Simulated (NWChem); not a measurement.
**Basis-set convergence for H₃FHf**

```xyz
5

Hf     0.1777    -0.0353     0.0000
F     -1.6818     0.3339     0.0000
H      0.9514     0.7015     1.5126
H      0.9514     0.7015    -1.5126
H      0.4413    -1.8683     0.0000
```
Charge 0, spin multiplicity 1.

Program: NWChem. The geometry was optimised at B3LYP/def2-SVP with def2 effective core potentials on Hf, a minimum by its harmonic frequencies.

Quantity: LUMO energy at the level PBE.

Effective core potentials replace the inner electrons of Hf; spin-orbit coupling is left out. The structure started from a generated list of species.

The cost column gives rough processor time relative to def2-SVP; each entry includes its own SCF.

| basis | functions | LUMO energy (eV) | relative cost |
|---|---|---|---|
| def2-SVP | 61 | -2.91 | 1 |
| def2-SVPD | 82 | -2.97 | under 3 |
| def2-TZVP | 89 | -2.92 | under 3 |
| def2-TZVPD | 110 | -2.94 | under 3 |
| def2-TZVPP | 129 | -2.91 | 3 |
| def2-QZVP | 219 | -2.93 | 20 |

Smallest basis within 0.2 eV of def2-QZVP, the largest set run: def2-SVP, with 61 functions against 219 and about 5 % of the time (also within reach: def2-SVPD, def2-TZVP, def2-TZVPD, def2-TZVPP). def2-QZVP isn't the basis-set limit itself, and a small set can land close by cancellation.
